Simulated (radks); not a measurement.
These are the eigenvalues of the occupied orbitals of an atom or ion with whole-number occupations (hartree). Method: Dirac Kohn-Sham, BLYP, spin-unpolarised, spherical densities, finite nucleus; Fermi nuclear charge, rms radius of each element as measured or else 0.836 A^(1/3) + 0.57 fm; computed with a radial shooting solver on a logarithmic mesh with Libxc functionals.

1s1/2: -558.3750
2s1/2: -79.60094
2p1/2: -72.77294
2p3/2: -70.53386
3s1/2: -16.60763
3p1/2: -14.15190
3p3/2: -13.81018
3d3/2: -9.50194
3d5/2: -9.44269

Which element is it, and in what charge state? The configuration may be excited. Open shells, if any, are shared by 2j + 1.

Answer. Z = 37, rubidium, charge +9: Rb9+ in [Ar] 3d10. The list shows which subshells hold electrons but not how many an open one holds; the 1s level, -558.38 hartree, gives Z - s = 33.4 by -(Z - s)^2/2, which with screening and relativity narrows Z to a few neighbours, and the depths of the outer levels then fix element, charge and occupations together.
